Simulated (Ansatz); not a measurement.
`CB[SiH]([SiH3])Cl` and `O[SiH2][SiH]([SiH3])Cl` differ in one atom or group.

Ansatz, PBE0-D4/def2-TZVP geometries, multiplicity 1. Each molecule was computed in one conformer, which needn't be the lowest.

| property | `CB[SiH]([SiH3])Cl` |
| --- | --- |
| size of the dipole moment (B3LYP/def2-TZVPP) / D | 1.66 |
| LUMO energy (PBE/def2-TZVPP) / eV | -3.08 |
| LUMO energy (ωB97M-V/def2-TZVPP) / eV | -0.24 |
| LUMO energy (PBE0/def2-TZVPP) / eV | -2.16 |
| HOMO–LUMO gap (ωB97M-V/def2-TZVPP) / eV | 9.38 |
| size of the dipole moment (PBE/def2-TZVPP) / D | 1.59 |

Task: What does the change do to each property? (An estimate is asked.)

Result: Ansatz gave: 
```json
{"property": "size of the dipole moment (B3LYP/def2-TZVPP) / D", "`O[SiH2][SiH]([SiH3])Cl`": "0.94", "shift": "-0.72"}
{"property": "LUMO energy (PBE/def2-TZVPP) / eV", "`O[SiH2][SiH]([SiH3])Cl`": "-2.06", "shift": "1.02"}
{"property": "LUMO energy (ωB97M-V/def2-TZVPP) / eV", "`O[SiH2][SiH]([SiH3])Cl`": "0.54", "shift": "0.78"}
{"property": "LUMO energy (PBE0/def2-TZVPP) / eV", "`O[SiH2][SiH]([SiH3])Cl`": "-1.24", "shift": "0.92"}
{"property": "HOMO–LUMO gap (ωB97M-V/def2-TZVPP) / eV", "`O[SiH2][SiH]([SiH3])Cl`": "10.20", "shift": "0.82"}
{"property": "size of the dipole moment (PBE/def2-TZVPP) / D", "`O[SiH2][SiH]([SiH3])Cl`": "0.76", "shift": "-0.83"}
```

With PBE0 the HOMO falls by 0.09 eV and the LUMO rises by 0.92 eV, so the gap widens by about 1.01 eV. PBE moves the HOMO by -0.08 eV and ωB97M-V by -0.04 eV. Dipoles are sizes alone; their direction can turn.

B3LYP here is the variant with VWN-RPA as its local correlation; programs differ in this.
